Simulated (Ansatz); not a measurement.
Start from `O[SiH](F)F` and change one atom or group to get `F[SiH](F)O[SiH3]`.

Ansatz, PBE0-D4/def2-TZVP geometries, multiplicity 1. Each molecule was computed in one conformer, which needn't be the lowest.

```csv
property,`O[SiH](F)F`
LUMO energy (B3LYP/def2-TZVPP) / eV,0.16
HOMO energy (PBE/def2-TZVPP) / eV,-8.51
HOMO–LUMO gap (PBE/def2-TZVPP) / eV,8.17
LUMO energy (PBE0/def2-TZVPP) / eV,0.56
HOMO–LUMO gap (ωB97M-V/def2-TZVPP) / eV,14.91
size of the dipole moment (PBE/def2-TZVPP) / D,1.19
```

Task: Give the same properties after the change, and the shifts. (An estimate is asked.)

Result: The calculation gave: 
```
                                      property  `F[SiH](F)O[SiH3]`  shift
           LUMO energy (B3LYP/def2-TZVPP) / eV               -0.29  -0.45
             HOMO energy (PBE/def2-TZVPP) / eV               -8.02   0.49
           HOMO–LUMO gap (PBE/def2-TZVPP) / eV                7.07  -1.10
            LUMO energy (PBE0/def2-TZVPP) / eV               -0.07  -0.63
       HOMO–LUMO gap (ωB97M-V/def2-TZVPP) / eV               13.41  -1.50
size of the dipole moment (PBE/def2-TZVPP) / D                1.40   0.21
```

With PBE0 the HOMO rises by 0.88 eV and the LUMO falls by 0.63 eV, so the gap narrows by about 1.51 eV. PBE moves the HOMO by 0.49 eV and ωB97M-V by 1.09 eV. The zero-point energy changes by 42.6 kJ/mol with +9 modes. Dipoles are sizes alone; their direction can turn.

B3LYP here is the variant with VWN-RPA as its local correlation; programs differ in this.
